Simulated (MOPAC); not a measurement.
MOPAC input (PM6):

```
PM6 PRECISE GNORM=0.05 LET XYZ UHF MS=0.5 GEO-OK AUX(PRECISION=9) THREADS=1
BrMg

Mg   -0.00000000 1   -0.00000000 1   -1.77413300 1
Br    0.00000000 1    0.00000000 1    0.60827400 1
```

Output:

```
 *******************************************************************************
 **                                                                           **
 **                              MOPAC v23.2.5                                **
 **                                                                           **
 *******************************************************************************
 ** MOPAC's Digital Object Identifier: https://doi.org/10.5281/zenodo.6511958 **
 **                                                                           **
 ** Please cite the open-source release paper for use of this MOPAC version:  **
 ** J. E. Moussa and J. J. P. Stewart (2026)                                  **
 ** MOPAC: An open-source semiempirical molecular orbital program             **
 ** J. Open Source Softw., 11(119), 8025, https://doi.org/10.21105/joss.08025 **
 *******************************************************************************

                              PM6 CALCULATION RESULTS

 *******************************************************************************
 *  PM6        - The PM6 Hamiltonian to be used
 *  GEO-OK     - OVERRIDE INTERATOMIC DISTANCE AND OTHER SAFETY CHECKS
 *  UHF        - UNRESTRICTED HARTREE-FOCK CALCULATION
 *  MS=        - IN MECI, MAGNETIC COMPONENT OF SPIN =  0.5
 *  LET        - OVERRIDE SOME SAFETY CHECKS
 *  PRECISE    - TIGHTER CRITERIA TO BE USED
 *  XYZ        - CARTESIAN COORDINATE SYSTEM TO BE USED
 *  GNORM      - EXIT WHEN GRADIENT NORM DROPS BELOW 0.050
 *  AUX        - OUTPUT AUXILIARY INFORMATION
 *******************************************************************************
PM6 PRECISE GNORM=0.05 LET XYZ UHF MS=0.5 GEO-OK AUX(PRECISION=9) THREADS=1
 BrMg

   ATOM   CHEMICAL          X               Y               Z
  NUMBER   SYMBOL      (ANGSTROMS)     (ANGSTROMS)     (ANGSTROMS)

     1      Mg         -0.00000000  *  -0.00000000  *  -1.77413300  *
     2      Br          0.00000000  *   0.00000000  *   0.60827400  *

          CARTESIAN COORDINATES

    NO.       ATOM           X           Y           Z

     1        Mg         -0.0000     -0.0000     -1.7741
     2        Br          0.0000      0.0000      0.6083

 General Reference for PM6:
 "Optimization of Parameters for Semiempirical Methods V: Modification of NDDO Approximations
 and Application to 70 Elements", J. J. P. Stewart, J. Mol. Mod., 13, 1173-1213 (2007)
 URL: https://link.springer.com/article/10.1007/s00894-007-0233-4

           Empirical Formula: Mg Br  =     2 atoms

      MOLECULAR POINT GROUP   :   C*v

          UHF CALCULATION, NO. OF ALPHA ELECTRONS =    5
                           NO. OF BETA  ELECTRONS =    4

          Geometry optimization using EF

          DIAGONAL MATRIX USED AS START HESSIAN

 CYCLE:     1  GRAD.:     2.458 HEAT: -2.717745
 CYCLE:     2  GRAD.:     2.929 HEAT: -2.714630
 CYCLE:     3  GRAD.:     0.020 HEAT: -2.724527

     GRADIENT =  0.02046 IS LESS THAN CUTOFF =  0.05000

 -------------------------------------------------------------------------------
 PM6 PRECISE GNORM=0.05 LET XYZ UHF MS=0.5 GEO-OK AUX(PRECISION=9) THREADS=1
 BrMg

     GEOMETRY OPTIMISED USING EIGENVECTOR FOLLOWING (EF).
     SCF FIELD WAS ACHIEVED

                              PM6 CALCULATION
                                                       MOPAC v23.2.5 Linux

          FINAL HEAT OF FORMATION =         -2.72453 KCAL/MOL =     -11.39944 KJ/MOL

          COSMO AREA              =         85.42 SQUARE ANGSTROMS
          COSMO VOLUME            =         68.50 CUBIC ANGSTROMS

          GRADIENT NORM           =          0.02046          =       0.01447 PER ATOM
          IONIZATION POTENTIAL    =          7.278081 EV
          ALPHA SOMO LUMO (EV)    =         -7.278 -0.881
          BETA  SOMO LUMO (EV)    =        -10.128 -1.769
          NO. OF ALPHA ELECTRONS  =          5
          NO. OF BETA  ELECTRONS  =          4
          MOLECULAR WEIGHT        =        104.2090         POINT GROUP:  C*v

          MOLECULAR DIMENSIONS (Angstroms)

            Atom       Atom       Distance
           Br     2   Mg     1     2.39034
           Br     2   Mg     1     0.00000
           Mg     1   Br     2     0.00000

          SCF CALCULATIONS        =          4

   ATOM   CHEMICAL          X               Y               Z
  NUMBER   SYMBOL      (ANGSTROMS)     (ANGSTROMS)     (ANGSTROMS)

     1      Mg          0.00000000  *   0.00000000  *  -1.77809836  *
     2      Br         -0.00000000  *   0.00000000  *   0.61223936  *

                             CARTESIAN COORDINATES

   1   Mg        0.000000000     0.000000000    -1.778098357
   2   Br       -0.000000000     0.000000000     0.612239357

           Empirical Formula: Mg Br  =     2 atoms

      MOLECULAR POINT GROUP   :   C*v

          ALPHA EIGENVALUES
 -27.89265 -13.47025 -10.28812 -10.28812  -7.27808  -0.88070   0.02483   0.02483
 115.40846 115.57229 115.57229 116.26487 116.26487

           BETA EIGENVALUES
 -26.48419 -11.96016 -10.12846 -10.12846  -1.76856   0.23484   0.23484   0.25061
 116.37734 116.37734 116.43704 116.43704 116.54147

              NET ATOMIC CHARGES AND DIPOLE CONTRIBUTIONS

  ATOM NO.   TYPE          CHARGE      No. of ELECS.   s-Pop       p-Pop       d-Pop
    1         Mg           0.400042        1.6000     1.33289     0.26707
    2         Br          -0.400042        7.4000     1.98231     5.41647     0.00126
 DIPOLE           X         Y         Z       TOTAL
 POINT-CHG.     0.000    -0.000    -4.593     4.593
 HYBRID        -0.000    -0.000     0.775     0.775
 SUM           -0.000    -0.000    -3.818     3.818

          ATOMIC ORBITAL ELECTRON POPULATIONS

     Atom    s        px        py        pz      x^2-y^2     xz        z^2       yz        xy
    1 Mg   1.33289   0.01427   0.01427   0.23853
    2 Br   1.98231   1.98567   1.98567   1.44513   0.00000   0.00006   0.00114   0.00006   0.00000

                    (SZ)    =    0.500000
                    (S**2)  =    0.751179

          ATOMIC ORBITAL SPIN POPULATIONS

    Atom   Total    s     px     py     pz   x^2-y^2  xz     z^2    yz     xy
         Atomic
    1 Mg  0.7143  0.560 -0.001 -0.001  0.156
    2 Br  0.2857  0.000  0.001  0.001  0.284  0.000  0.000  0.000  0.000  0.000

 **********************
 *                    *
 * JOB ENDED NORMALLY *
 *                    *
 **********************

 == MOPAC DONE ==
```

The geometry given is a B3LYP-D3(BJ)/def2-TZVP minimum.
